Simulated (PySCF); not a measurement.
Run record: geometry optimisation, `[PbH3][N]1CCC=N1`.

Computed with PBE0-D3(BJ)/def2-SVP geometry optimisation, gas phase, def2 core potentials past Kr (PySCF 2.14.0). Start geometry: GFN2-xTB. The input is one job of a driver script: a line of settings, then coordinates in Å.

Input:
```
{"job": {"xc": "PBE0", "basis": "def2-SVP", "d3": "d3bj", "grid": 1, "maxiter": 30, "shake": 0.01, "kind": "geom"}, "charge": 0, "multiplicity": 1}
Pb     2.482000    -0.184060    -0.146860
N      0.359760    -0.493240     0.330540
C     -0.506570     0.650970     0.689850
C     -1.815140     0.324490     0.065520
C     -1.481540    -0.921530    -0.723170
N     -0.275030    -1.276430    -0.542320
H      2.544480     1.362630    -1.047660
H      3.031900    -1.525350    -1.073220
H      3.287080     0.005400     1.395330
H     -0.073710     1.585220     0.315240
H     -0.528870     0.719790     1.797190
H     -2.595890     0.094270     0.831900
H     -2.265240     1.123000    -0.584250
H     -2.170390    -1.480230    -1.315850
```

Q: Give the output.

A: 
```
step   0  E = -420.95283477  max force = 0.042016
step   1  E = -420.95731927  max force = 0.010395
step   2  E = -420.95761776  max force = 0.004760
step   3  E = -420.95779780  max force = 0.001294
step   4  E = -420.95791859  max force = 0.001517
step   5  E = -420.95809795  max force = 0.003318
step   6  E = -420.95831756  max force = 0.004149
step   7  E = -420.95849507  max force = 0.002970
step   8  E = -420.95859928  max force = 0.000877
step   9  E = -420.95861907  max force = 0.000499
step  10  E = -420.95865038  max force = 0.000742
step  11  E = -420.95867867  max force = 0.000808
step  12  E = -420.95871648  max force = 0.001105
step  13  E = -420.95874443  max force = 0.000984
step  14  E = -420.95876739  max force = 0.000696
step  15  E = -420.95877572  max force = 0.000377
optimisation converged
```

Energies in Eh; «max force» is the largest Cartesian gradient component in Eh/bohr.

Q: How much energy does the optimisation release, in kJ/mol?

A: E(step 0) − E(last step) = 0.005941 Eh, which is 15.6 kJ/mol.

Q: Give the first gradient maximum in eV/Å.

A: With 1 Eh/bohr = 51.422 eV/Å, 2.161 eV/Å.

Main results: final energy -420.95878 Eh after 15 steps; dipole 1.79 D.

Q: Give the final coordinates.

A: 0.357 Å rms from the input after alignment:
```
atom  x, y, z in Å
Pb1    2.4774   -0.4009   -0.0096
N2     0.3272   -0.4622    0.2153
C3    -0.4622    0.6875    0.6769
C4    -1.8589    0.3667    0.1348
C5    -1.4872   -0.5871   -0.9715
N6    -0.2844   -1.0194   -0.8674
H7     2.8371    0.8107   -1.2448
H8     2.9217   -2.0302   -0.4565
H9     3.0684    0.0828    1.5767
H10   -0.0932    1.6371    0.2358
H11   -0.4191    0.7825    1.7718
H12   -2.4865   -0.1485    0.8863
H13   -2.4134    1.2546   -0.2024
H14   -2.1552   -0.9779   -1.7418
```

Q: Estimate the wall time. Hardware: one thread, Arm Neoverse V2 (aarch64), shared host. And the peak memory of the process?

A: About 2.1 min, with 0.55 GiB resident at the peak, the Python interpreter and its libraries included.
Labels such as C1 count atoms from 1, the log's own numbers from 0.
